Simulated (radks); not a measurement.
The numbers below are computed, except where a source is named.
Valence configurations of Tc I (all share [Kr]). Code: a radial shooting solver on a logarithmic mesh with Libxc functionals. Model: scalar-relativistic Kohn-Sham, PBEsol, spin-polarised, spherical densities, finite nucleus; open shells are filled with parallel spins first (spin-orbit coupling, left out, can overturn this in heavy ions); Fermi nuclear charge, rms radius 4.4112 fm. Order these by energy: 4d5 5p2; 4d5.5 5s1.5; 4d3 5s2 5p2; 4d5 5s2; 4d5 5s1 5p1; 4d6 5p1; 4d4 5s1 5p2; 4d6 5s1; 4d4 5s2 5p1; 4d3 5s1 5p3.

Answer. From the lowest, in eV above it: 4d5.5 5s1.5 0.000; 4d6 5s1 0.040; 4d5 5s2 0.079; 4d5 5s1 5p1 2.081; 4d6 5p1 3.655; 4d5 5p2 6.329; 4d4 5s2 5p1 7.501; 4d4 5s1 5p2 9.811; 4d3 5s2 5p2 17.432; 4d3 5s1 5p3 20.036. NIST lists [Kr] 4d5 5s2 as the ground configuration; this level of theory puts 4d5.5 5s1.5 lower, by 0.079 eV. The energies are those of spherical high-spin densities, not of single terms.
